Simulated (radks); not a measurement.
Coulomb parameter of the 4f shell of neutral terbium in the model configuration [Xe] 4f7 5d2 6s2, as a second difference U = [E(n + 0.5) + E(n - 0.5) - 2 E(n)] / (0.5)^2 with all orbitals relaxed. "Bare": the charge of the atom changes with n. "Screened": the 5d shell takes up the change at fixed total charge, which measures U(4f,4f) + U(5d,5d) - 2 U(4f,5d). All-electron calculation, scalar-relativistic Kohn-Sham, PBE, spin-unpolarised, spherical densities, finite nucleus; Fermi nuclear charge, rms radius 5.06 fm. Program: a radial shooting solver on a logarithmic mesh with Libxc functionals.

case                  configuration  E - E(n) (eV)
start              [Xe] 4f7 5d2 6s2          0.000
bare +0.5        [Xe] 4f7.5 5d2 6s2         -6.083
bare -0.5        [Xe] 4f6.5 5d2 6s2          9.783
screened +0.5  [Xe] 4f7.5 5d1.5 6s2         -5.370
screened -0.5  [Xe] 4f6.5 5d2.5 6s2          6.858

U(bare) = 14.800 eV, U(screened by 5d) = 5.950 eV, against the Slater integral F0(4f,4f) = 31.834 eV with frozen orbitals. The step up makes a negative ion, whose loosely bound charge lowers the bare value.
